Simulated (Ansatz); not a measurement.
Born–Oppenheimer molecular dynamics of Cl3FH3OTa (9 atoms, charge 0, multiplicity 1). It starts at the highest image of a converged band, a first-order saddle point between two minima.

Level of theory: RKS PBE0-D4/def2-SVP (Ansatz).

```yaml
ensemble: NVE (velocity Verlet)
time_step: 0.5 fs
steps_asked: 200
starting_velocities_drawn_for: 100 K
seed: 11217
```

First frame:

```xyz
9
Properties=species:S:1:pos:R:3
Ta -0.050 -0.254 -0.170
O 2.043 0.026 -0.268
H 2.454 0.044 0.610
F 0.425 -0.706 1.602
Cl 0.026 0.015 -2.461
Cl -0.745 1.879 0.367
Cl -1.918 -1.572 -0.135
H 0.970 -1.863 -0.552
H 1.736 -1.147 -0.468
```

How far do the bonds stretch over the last three quarters of this one trajectory? (Pairs bonded in most of those frames.)


```json
{"bond": "Ta1–O2", "mean (Å)": "2.483", "spread (Å)": "0.147", "shortest": "2.16", "longest": "2.62"}
{"bond": "Ta1–F4", "mean (Å)": "1.877", "spread (Å)": "0.013", "shortest": "1.85", "longest": "1.90"}
{"bond": "Ta1–Cl5", "mean (Å)": "2.318", "spread (Å)": "0.009", "shortest": "2.30", "longest": "2.33"}
{"bond": "Ta1–Cl6", "mean (Å)": "2.386", "spread (Å)": "0.042", "shortest": "2.29", "longest": "2.44"}
{"bond": "Ta1–Cl7", "mean (Å)": "2.258", "spread (Å)": "0.016", "shortest": "2.24", "longest": "2.28"}
{"bond": "Ta1–H8", "mean (Å)": "1.774", "spread (Å)": "0.031", "shortest": "1.72", "longest": "1.83"}
{"bond": "O2–H3", "mean (Å)": "0.969", "spread (Å)": "0.021", "shortest": "0.93", "longest": "1.02"}
{"bond": "O2–H9", "mean (Å)": "0.972", "spread (Å)": "0.041", "shortest": "0.91", "longest": "1.05"}
```

Mean temperature of the second half: 419 K. The conserved energy stayed within 0.25 meV per atom of its start (net change -0.032 meV per atom), so the integration is sound. The kinetic energy rose, since the run started high on the potential surface and went downhill. A run of 0.1 ps of so small a system gives no equilibrium averages. The orbitals stay closed-shell, which can raise the energy where a bond breaks towards radicals; this wasn't checked here.

The run took 11 min on 4 threads of Arm Neoverse V1, on a shared host, peak memory 0.34 GiB.
